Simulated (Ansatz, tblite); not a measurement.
Spin states of Re₂O₂⁺, each relaxed with PBE0-D4/def2-TZVP in Ansatz. Electronic energies in the gas phase.

In the def2 sets Re takes a core potential; there is no spin–orbit coupling. The xTB rows come from tblite. Correlated methods freeze 2 core orbitals; core or outer-core shells of Re are correlated, in sets that lack core-valence functions. The structure comes from a short search, and lower isomers may exist.

Doublet geometry (C2 within 0.1 Å):

Cartesian coordinates in Å:
```
Re -0.555 -0.434 0.922
Re -0.070 0.592 -1.008
O 0.870 1.883 -0.568
O -0.245 -2.041 0.654
```

Quartet geometry (C2 within 0.1 Å):

| atom | x (Å) | y (Å) | z (Å) |
| --- | --- | --- | --- |
| Re1 | 1.128 | 0.339 | -0.322 |
| Re2 | -1.080 | -0.499 | -0.277 |
| O3 | -1.113 | -1.825 | 0.719 |
| O4 | 1.064 | 1.985 | -0.119 |

⟨S²⟩: doublet 0.93 at PBE0-D4/def2-TZVP (pure 0.75), quartet 3.83 at PBE0-D4/def2-TZVP (pure 3.75).

Run but left out: HF/def2-TZVP, r2SCANh-D4/def2-TZVP, BHLYP-D4/def2-TZVP, MP2/def2-TZVP, CCSD/def2-TZVP, CCSD(T)/def2-TZVP (doublet: ⟨S²⟩ 1.14 to 3.80, where a pure state has 0.75).

Only these spin states were relaxed. Higher spins weren't run and may lie lower.

```json
{"level": "GFN1-xTB", "quartet − doublet (kJ/mol)": "33.9", "lowest of these": "doublet", "remarks": "–"}
{"level": "GFN2-xTB", "quartet − doublet (kJ/mol)": "36.4", "lowest of these": "doublet", "remarks": "–"}
{"level": "PBE-D4/def2-TZVP", "quartet − doublet (kJ/mol)": "57.1", "lowest of these": "doublet", "remarks": "–"}
{"level": "r2SCAN-D4/def2-TZVP", "quartet − doublet (kJ/mol)": "26.4", "lowest of these": "doublet", "remarks": "spin-contaminated (⟨S²⟩ 0.96) (doublet)"}
{"level": "PBE0-D4/def2-TZVP", "quartet − doublet (kJ/mol)": "25.2", "lowest of these": "doublet", "remarks": "spin-contaminated (⟨S²⟩ 0.93) (doublet)"}
{"level": "CAM-B3LYP-D4/def2-TZVP", "quartet − doublet (kJ/mol)": "21.2", "lowest of these": "doublet", "remarks": "spin-contaminated (⟨S²⟩ 1.00) (doublet)"}
{"level": "ωB97X-V/def2-TZVP", "quartet − doublet (kJ/mol)": "26.0", "lowest of these": "doublet", "remarks": "spin-contaminated (⟨S²⟩ 0.98) (doublet)"}
{"level": "RPA@PBE/def2-TZVP", "quartet − doublet (kJ/mol)": "61.9", "lowest of these": "doublet", "remarks": "–"}
```

Change of the quartet − doublet gap on mixing in exact exchange, in kJ/mol: PBE to PBE0 (25 % exact exchange) -32.0.

The xTB methods have no spin-polarisation term.
